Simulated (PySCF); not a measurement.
Gas-phase equilibrium of 1 mol ZnCl2, 2.3 mol H2O at 800 K and 1.01 bar, among 18 species (ClO, O2, HCl, O, HO2, Zn, H2O, H, Zn(OH)2, HOCl, H2O2, O3, H2, ZnH2, ZnCl2, Cl, Cl2, OH). Only gases are allowed; each row takes one source of thermochemistry for all species, and Cantera finds the minimum.

Method: PySCF energies plus ideal-gas RRHO corrections (1 bar). † marks an energy on the PBE0/def2-TZVP geometry and frequencies; other levels use their own. 6-31G* has spherical d functions here. Open shells (unrestricted) among the columns below: O2 (multiplicity 3); the rest are closed-shell singlets. B3LYP is the form with VWN-RPA correlation. Zn: all electrons, no relativistic terms. No R ln 2 is added for the mirror-image form of Zn(OH)2. Zn(OH)2: computed as isolated molecules; such fragments, hydroxides, amides, oligomers or adducts are transient or little studied in the gas. The harmonic model lacks anharmonicity and excited electronic states, which grow with temperature; levels with a mode under 35 cm⁻¹ are left out. Soft modes under 120 cm⁻¹ make the harmonic entropy rough for ZnCl2.

Molecules larger than those listed are left out. Table species left out: Zn+.

Mole fractions:

| thermochemistry | x H2O | x ZnCl2 | x HCl | x Zn(OH)2 | x H2 | x O2 |
|---|---|---|---|---|---|---|
| B3LYP/6-31G* | 0.69 | 0.30 | 0.0027 | 0.0013 | 1.5e-6 | 7.6e-7 |
| M06-2X/def2-TZVP† | 0.70 | 0.30 | 8.8e-5 | 4.4e-5 | 6.9e-9 | 3.8e-9 |
| PBE/def2-SVP | 0.70 | 0.30 | 0.00043 | 0.00022 | 3.4e-7 | 1.7e-7 |
| PBE0/def2-QZVP† | 0.70 | 0.30 | 0.00011 | 5.3e-5 | 3.9e-9 | 2.7e-9 |
| PBE0/def2-TZVP | 0.70 | 0.30 | 0.00013 | 6.5e-5 | 1.3e-8 | 9.9e-9 |
| ωB97M-V/def2-TZVP† | 0.70 | 0.30 | 0.00016 | 8.1e-5 | 7.7e-9 | 4.5e-9 |
The most sensitive of these is H2: it spans a factor of 10^2.6 over these rows; at this temperature one factor of ten is RT ln 10 = 15 kJ/mol.
